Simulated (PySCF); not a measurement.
# Telling isomers of C$_{6}$H$_{10}$F$_{2}$Si apart by NMR

Computational details: GFN2-xTB geometry, shieldings: GIAO PBE0/pcSseg-1, in PySCF (averaged over atoms made equivalent by symmetry, fast rotation or ring inversion, no solvent model, one conformer, non-relativistic).

Chemical shifts δ = σref − σ; ¹H (σref 31.72) and ¹³C (σref 186.93) against TMS, all at this level. Splittings of carbon signals by F and P are missing where no couplings were computed. Where no couplings were computed, multiplicities follow the n + 1 count of equivalent neighbours, and m marks all less simple cases (inequivalent or close neighbours, rings, F or P nearby). Shifts are as computed. Against solution values, carbons near 30 ppm lie about +3 ppm off and those near 130 ppm about +5 ppm. Of 1309 compounds with measured shifts, 239 miss one by over three times the rms of a fit or turn the order of signals round; such compounds aren't used in these exercises.

(1) Tabulate the signals of `C/C(CC(F)F)=C1\C[SiH2]1`, `F/C=C(/F)[C@@H]([SiH3])C1CC1` and their relative energies.

(2) What is the quickest way to tell C/C(CC(F)F)=C1\C[SiH2]1 from F/C=C(/F)[C@@H]([SiH3])C1CC1?

Answers

(1) 
| SMILES | carbon types | δC | δH | E rel. (kcal/mol) |
| --- | --- | --- | --- | --- |
| C/C(CC(F)F)=C1\C[SiH2]1 | 2×C 1×CH 2×CH2 1×CH3 | 144.8, 137.4, 121.4, 51.0, 24.6, 1.2 | 6.09 (m, 1H), 3.28 (m, 2H), 2.80 (m, 2H), 2.16 (s, 3H), 1.18 (m, 2H) | 0.0 |
| F/C=C(/F)[C@@H]([SiH3])C1CC1 | 1×C 3×CH 2×CH2 | 168.4, 147.3, 31.4, 13.2, 9.3, 8.1 | 7.51 (m, 1H), 4.02 (d, 3H), 1.51 (m, 1H), 1.12 (m, 1H), 0.73 (m, 1H), 0.63 (m, 1H), 0.29 (m, 1H), 0.19 (m, 1H) | 5.5 |

Energies are electronic energies at PBE0/pcSseg-1 on these geometries, without zero-point or thermal terms, each for the one conformer computed, which needn't be the lowest.

(2) Both give the same number of carbon signals, but DEPT or the intensities differ. The first has an allylic methyl carbon (CH3) at 24.6 ppm, the second an allylic sp3 CH bonded to Si at 31.4 ppm. Their most deshielded carbons lie at 144.8 and 168.4 ppm. In the proton spectra the most deshielded non-exchanging signals are 6.09 (m, 1H) and 7.51 (m, 1H).
